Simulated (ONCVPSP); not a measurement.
sulfur: one change to an ONCV potential, before and after

S (Z = 16), optimised norm-conserving Vanderbilt (ONCV), made with ONCVPSP 4.0.1 (LDA (Perdew-Wang 92), scalar-relativistic). Core [Ne], reference 3s2 3p4. Waves: 3s: rc 1.50 bohr, ncon 5, nbas 8, qcut 5.6 1/bohr, 2 projectors, debl 3.7 Ha; 3p: rc 1.35 bohr, ncon 3, nbas 8, qcut 5.1 1/bohr, 2 projectors, debl 0.8 Ha; d scattering state at 0.29 Ha: rc 1.25 bohr, ncon 4, nbas 7, qcut 6.8 1/bohr, 1 projector. Local part: polynomial inside 1.10 bohr (lpopt 5, dvloc0 1 Ha). Core correction: Teter function, fcfact 3, rcfact 1.8.

Change: s: qcut 7.7.

Cutoffs: the cutoffs (Ha) at which the residual kinetic energy of the hardest occupied pseudo-wave falls to 1 and 0.1 mHa per electron; they do not see the model core or the augmentation charge, which bear on the density cutoff. Errors are all-electron minus pseudo energies relative to the spin-unpolarised reference configuration.

Question: Predict the effect on cutoff, ghosts and configuration errors.

Answer: The potential gets neither clearly harder nor softer (13 Ha and 18 Ha → 14 Ha and 17 Ha); a bound ghost appears in s, which as a rule spoils a file; the errors of the 4 common tests hardly move.

```tsv
quantity	base	changed
cutoff, loose	13 Ha	14 Ha
cutoff, tight	18 Ha	17 Ha
loose cutoff by channel	s 13 Ha, p 6.0 Ha	s 14 Ha, p 6.0 Ha
bound ghosts	none	s
GHOST(+) flags under 300 eV	s at 206.0 eV	none
error for 3s2 3p3, meV [ΔE 11.86 eV]	-3.0	-3.2
error for 3s2 3p2, meV [ΔE 34.23 eV]	-17	-19
error for 3s2 3p1, meV [ΔE 68.38 eV]	-55	-62
error for 3s2 3p3.5, meV [ΔE 4.71 eV]	-0.7	-0.7
s: phases at 1.52 bohr within 0.05 rad from the reference energy up to (Ha; the scan ends near 5)	to the end of the scan	to the end of the scan
p: phases at 1.37 bohr within 0.05 rad from the reference energy up to (Ha; the scan ends near 5)	to the end of the scan	to the end of the scan
d: phases at 1.27 bohr within 0.05 rad from the reference energy up to (Ha; the scan ends near 5)	to the end of the scan	to the end of the scan
rms error of d²Exc/dni dnj with the model core, mHa	1.80	1.84
```

 A true bound ghost makes a file unfit for plane-wave use even where its test errors are small: the radial tests pick states by their node count and pass the ghost by.
